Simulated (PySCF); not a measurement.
# Field gradients at the hydrogen positions

Compound: C₇H₁₃OP.
Numbering: `[CH2:1]=[CH:2][P@@:3]([CH3:4])(=[O:5])[CH:6]1[CH2:7][CH2:8][CH2:9]1` (hydrogens: H10, H11 on C1; H12 on C2; H13, H14, H15 on C4; H16 on C6; H17, H18 on C7; H19, H20 on C8; H21, H22 on C9)

Geometry (GFN2-xTB, Å), atoms numbered from 1 in this order:
```
atom  x, y, z in Å
C1    -2.700    1.632   -0.043
C2    -1.940    0.817    0.667
P3    -0.910   -0.399   -0.201
C4    -1.333   -2.015    0.560
O5    -1.059   -0.383   -1.660
C6     0.800   -0.044    0.386
C7     1.874   -0.860   -0.350
C8     2.597    0.444   -0.715
C9     1.387    1.243   -0.212
H10   -2.703    1.550   -1.119
H11   -3.334    2.386    0.397
H12   -1.895    0.850    1.746
H13   -2.348   -2.269    0.260
H14   -1.259   -1.992    1.643
H15   -0.650   -2.761    0.157
H16    0.864   -0.098    1.472
H17    1.463   -1.368   -1.223
H18    2.436   -1.571    0.253
H19    3.494    0.612   -0.121
H20    2.839    0.569   -1.767
H21    0.769    1.628   -1.023
H22    1.597    2.048    0.491
```

Level: PBE0/pcSseg-1 (PySCF, non-relativistic); Q(2H) = 0.00286 b; rigid geometry, the same for H and D, with no vibrational averaging.

Task: Rank these positions by the coupling χzz of a deuteron there, largest first.
A. H11 (vinylic hydrogen)
B. H22 (methylene hydrogen)
C. H17 (methylene hydrogen)
D. H10 (vinylic hydrogen)

Result: A (224 kHz), D (217 kHz), B (211 kHz), C (203 kHz).

Task: Tabulate Vzz, the asymmetry η and χzz = 234.96 MHz × Q × Vzz for every hydrogen position.

Result: 
| atom | bonded to | bond length (Å) | Vzz (au) | η | χzz (kHz) |
| --- | --- | --- | --- | --- | --- |
| H10 | C1 | 1.079 | 0.3228 | 0.03 | 217 |
| H11 | C1 | 1.079 | 0.3326 | 0.02 | 224 |
| H12 | C2 | 1.080 | 0.3321 | 0.05 | 223 |
| H13 | C4 | 1.089 | 0.3143 | 0.01 | 211 |
| H14 | C4 | 1.085 | 0.3217 | 0.01 | 216 |
| H15 | C4 | 1.089 | 0.3143 | 0.01 | 211 |
| H16 | C6 | 1.089 | 0.3131 | 0.02 | 210 |
| H17 | C7 | 1.090 | 0.3019 | 0.02 | 203 |
| H18 | C7 | 1.089 | 0.3140 | 0.01 | 211 |
| H19 | C8 | 1.089 | 0.3124 | 0.01 | 210 |
| H20 | C8 | 1.087 | 0.3144 | 0.01 | 211 |
| H21 | C9 | 1.090 | 0.3025 | 0.02 | 203 |
| H22 | C9 | 1.089 | 0.3140 | 0.01 | 211 |

Task: How does χzz go with the bond length over the 13 C–H bonds?

Result: A straight-line fit has a slope of -12.9 kHz for each 0.01 Å, with a correlation coefficient of -0.89, over lengths from 1.079 to 1.090 Å. The longer bonds have the smaller couplings here.

Task: Give the 2H NMR doublet splittings at H21 for a magnetic field along the z, y and x axes of the gradient: 3χ/2, 3χ(1 + η)/4, 3χ(1 − η)/4.

Result: With |χ| = 203.3 kHz and η = 0.024: 305, 156 and 149 kHz, to first order and without motion.

Isolated species at its GFN2-xTB geometry (one conformer only). GFN2-xTB bond lengths can be off by several hundredths of an ångström, more for odd bonds, and the gradients follow them. With so small a basis the couplings can be 20 % off.
